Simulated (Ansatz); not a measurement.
System: C5H13O, charge 1, multiplicity 1. It need not be the lowest isomer of its formula. SMILES: CCCCC[OH2+]
Geometry from a B3LYP-D3(BJ)/def2-TZVP (Ansatz, a first-principles code) optimisation:
```xyz
19

C      3.2401     0.1360    -0.0636
C      1.9027    -0.4268     0.4056
C      0.7158     0.2919    -0.2382
C     -0.6296    -0.2810     0.2475
C     -1.7475     0.4532    -0.4192
O     -3.1028    -0.1262     0.1351
H      3.3548     0.0354    -1.1446
H      4.0684    -0.3918     0.4087
H      3.3340     1.1943     0.1876
H      1.8255    -0.3424     1.4933
H      1.8464    -1.4938     0.1710
H      0.7820     0.2042    -1.3265
H      0.7625     1.3586    -0.0017
H     -0.7056    -0.1752     1.3315
H     -0.6731    -1.3465    -0.0011
H     -1.8072     0.3142    -1.4959
H     -1.8335     1.4984    -0.1370
H     -3.1168    -1.1014     0.1468
H     -3.9034     0.2158    -0.3047
```
Charge +1, spin multiplicity 1.

Parts of the frozen-core correlation energy in STO-3G (Ansatz, hartree). Frozen orbitals: 6; correlated occupied orbitals by spin: 19 and 19; virtual: 18 and 18. No spin-orbit coupling. No relativistic terms.

| term | value |
|---|---|
| reference (HF) | -268.26172 |
| MP2 opposite-spin | ? |
| MP2 same-spin | ? |
| CCSD correlation | ? |
| (T) | -0.00314 |
| T1 diagnostic | 0.006 |
| largest doubles amplitude | 0.049 |

Q: What belongs in the gaps?

A: 
- MP2 opposite-spin, value: -0.26925
- MP2 same-spin, value: -0.03346
- CCSD correlation, value: -0.39752
